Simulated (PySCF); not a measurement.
# Correlation energy of As (arsenic, neutral)

Starting occupation: [Ar] 3d10 4s2 4p3, 4p1/2 with m_j = -1/2, +1/2, 4p3/2 with m_j = +3/2. Calculation: PySCF 2.14, in x2c-TZVPPall-2c with one added diffuse shell each of s, p, d type (7s8p5d1f, 63 functions); X2C-1e with screened-nucleus spin-orbit coupling, Gaussian nucleus. Frozen: [Ar]; 15 electrons correlated; the 6 highest virtual spinors left out.

MP2 pair energies summed by pair of shells (mhartree):

| pair | energy | share (%) |
| --- | --- | --- |
| 3d-3d | -101.66 | 49.7 |
| 4p-4s | -45.94 | 22.5 |
| 3d-4p | -16.59 | 8.1 |
| 3d-4s | -15.38 | 7.5 |
| 4p-4p | -15.33 | 7.5 |
| 4s-4s | -9.72 | 4.7 |

Total MP2 correlation energy: -204.62 mhartree.

```tsv
level	correlation energy (mhartree)
CCSD	-209.78
(T)	-6.36
CCSD(T)	-216.14
```

Diagnostics: T1 = 0.0068, largest double amplitude 0.040.

Cost of the coupled-cluster step: 310 s of wall time on 4 threads of Intel(R) Xeon(R) Platinum 8488C (shared host), for 15 occupied and 87 virtual spinors.

The GHF reference relaxed away from the jj start to a determinant that is no pure jj level (⟨S²⟩ = 3.74, ⟨J²⟩ = 3.75); the energies belong to that determinant.

This basis was not built for core-valence correlation, so the inner-shell part is incomplete.
